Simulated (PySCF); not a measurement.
Vertical excitations of a molecule C2H9NSi3 from TDA-M06-2X/def2-SVPD in PySCF 2.14.0, as energy in eV (oscillator strength): 6.71 (0.001), 6.81 (0.043), 7.26 (0.015), 7.40 (0.031), 7.53 (0.004), 7.60 (0.085). Lowest triplet (TDA): 6.20 eV. Geometry: ωB97X-D3(BJ)/def2-SVP. Other conformers were not sampled.

Question: Which structure fits?
(A) N[Si@H]1C=C[SiH2][SiH2]1
(B) C#C[SiH2][SiH2]N[SiH3]
(C) N[SiH2]C#C[SiH2][SiH3]
(D) N#C[C@H]([SiH3])[SiH2][SiH3]

Answer: D, N#C[C@H]([SiH3])[SiH2][SiH3]
